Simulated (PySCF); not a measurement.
BeGe: frontier orbitals

PBE at R = 2.150 Å; basis Be jorge-DZP-DKH, Ge jorge-DZP-DKH; spin-free X2C with a Gaussian nucleus; PySCF 2.14. State: ³Σ⁻ (triplet), unpaired electrons π ↑↑. Only the outer orbitals are listed, counted within each symmetry.

| spin | orbital | occ. | ε (eV) | on Be (%) | main shells (%) |
| --- | --- | --- | --- | --- | --- |
| α | 8σ | 1 | -12.28 | 19 | 80 Ge s, 11 Be s |
| α | 9σ | 1 | -6.36 | 52 | 50 Be s, 38 Ge p, 10 Ge s |
| α | 4π | 1 | -4.62 | 30 | 70 Ge p, 28 Be p |
| α | 4π | 1 | -4.62 | 30 | 70 Ge p, 28 Be p |
| α | 10σ | 0 | -3.60 | 77 | 46 Be p, 31 Be s, 21 Ge p |
| α | 5π | 0 | -1.37 | 72 | 73 Be p, 28 Ge p |
| α | 5π | 0 | -1.37 | 72 | 73 Be p, 28 Ge p |
| β | 8σ | 1 | -11.10 | 25 | 76 Ge s, 14 Be s, 9 Be p |
| β | 9σ | 1 | -5.73 | 64 | 61 Be s, 27 Ge p, 8 Ge s |
| β | 10σ | 0 | -3.66 | 65 | 52 Be p, 32 Ge p, 13 Be s |
| β | 4π | 0 | -3.33 | 42 | 58 Ge p, 41 Be p |
| β | 4π | 0 | -3.33 | 42 | 58 Ge p, 41 Be p |

Q: Which are the highest filled and the lowest empty level, where do they sit, and how wide is the gap?

A: Highest filled α 4π at -4.62 eV (in %: 70 Ge p, 28 Be p); lowest empty β 10σ at -3.66 eV (in %: 52 Be p, 32 Ge p, 13 Be s); the gap at PBE is 0.96 eV.

The bond order (Mayer) is 1.97 and the ⟨S²⟩ is 2.050. The charge on Be (Mulliken, basis-dependent) is -0.21, the charge on Be (Löwdin, basis-dependent) is -0.36 and the dipole moment (positive dipole means Be(−)Ge(+)) is -1.19 D. The polarisability along the bond is 107.7 bohr³. The polarisability across the bond is 51.6 bohr³.

Spin–orbit coupling is left out. The state is the lowest determinant that a PBE0 search found; another state may lie lower at other levels.
